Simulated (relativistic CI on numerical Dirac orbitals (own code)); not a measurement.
**d7 in a ligand field**

Computed with a parametric ligand-field model of a d^n configuration (Racah B and C, spin-orbit zeta, crystal field), exact diagonalisation.

Field parameters in Wybourne normalisation: D4h B²₀ = −7Ds, B⁴₀ = 21(Dq − Dt), B⁴₄ = 21√(5/14) Dq; Oh B⁴₀ = 21Dq, B⁴₄ = √(5/14) B⁴₀; Td as Oh with Dq negative (B⁴₀ = 21Dq, B⁴₄ = √(5/14) B⁴₀). The field is a parameter set, without covalency.

**Question.** Ground term and bands for B = 660, C = 3030, ζ = 0 cm⁻¹, Td, 10Dq = -2450 cm⁻¹?

**Answer.** Ground term 4A2 with 4.00 electrons in the two orbitals of the cubic e set. Spin-allowed: 4T2 2450 cm⁻¹, 4T1 4298 cm⁻¹ (2327 nm), 4T1 12952 cm⁻¹ (772 nm). Lowest spin-forbidden: 2E 13009 cm⁻¹ (769 nm), 2T1 13367 cm⁻¹ (748 nm), 2A1 14180 cm⁻¹ (705 nm). With an A2 ground term the first spin-allowed band lies at |10Dq| itself.

**Question.** Ground term and bands for B = 540, C = 2420, ζ = 0 cm⁻¹, D4h, 10Dq = 19550, Ds = -1500, Dt = 40 cm⁻¹?

**Answer.** Ground term 2B1 with 1.02 electrons in the two orbitals of the cubic e set. Spin-allowed: 2A1 5601 cm⁻¹ (1785 nm), 2E 17954 cm⁻¹ (557 nm), 2B2 19027 cm⁻¹ (526 nm), 2E 20589 cm⁻¹ (486 nm). Lowest spin-forbidden: 4E 9105 cm⁻¹ (1098 nm), 4A2 13500 cm⁻¹ (741 nm), 4E 28251 cm⁻¹ (354 nm).

**Question.** A d7 ion in Oh symmetry has the ground term 4T1 and bands at 4T2 4278 cm⁻¹ (2337 nm), 2E 8136 cm⁻¹ (1229 nm), 4A2 9278 cm⁻¹ (1078 nm), 2T1 11973 cm⁻¹ (835 nm), 2T2 12043 cm⁻¹ (830 nm), 4T1 14656 cm⁻¹ (682 nm). Which parameters reproduce them?

**Answer.** B = 740, C = 2670, ζ = 0 cm⁻¹, Oh, 10Dq = 5000 cm⁻¹.

**Question.** Ground term and bands for B = 530, C = 2000, ζ = 0 cm⁻¹, D4h, 10Dq = 20400, Ds = -1500, Dt = -160 cm⁻¹?

**Answer.** Ground term 2B1 with 1.02 electrons in the two orbitals of the cubic e set. Spin-allowed: 2A1 6647 cm⁻¹ (1505 nm), 2B2 19995 cm⁻¹ (500 nm), 2E 20584 cm⁻¹ (486 nm), 2E 23564 cm⁻¹ (424 nm). Lowest spin-forbidden: 4E 13529 cm⁻¹ (739 nm), 4A2 17012 cm⁻¹ (588 nm), 4E 33590 cm⁻¹ (298 nm).

**Question.** Ground term and bands for B = 300, C = 1420, ζ = 0 cm⁻¹, D4h, 10Dq = 27650, Ds = 3000, Dt = 290 cm⁻¹?

**Answer.** Ground term 2A1 with 1.00 electrons in the two orbitals of the cubic e set. Spin-allowed: 2B1 13320 cm⁻¹ (751 nm), 2B2 19800 cm⁻¹ (505 nm), 2E 22824 cm⁻¹ (438 nm), 2A2 26392 cm⁻¹ (379 nm). Lowest spin-forbidden: 4A2 20875 cm⁻¹ (479 nm), 4E 28325 cm⁻¹ (353 nm), 4E 44418 cm⁻¹ (225 nm).
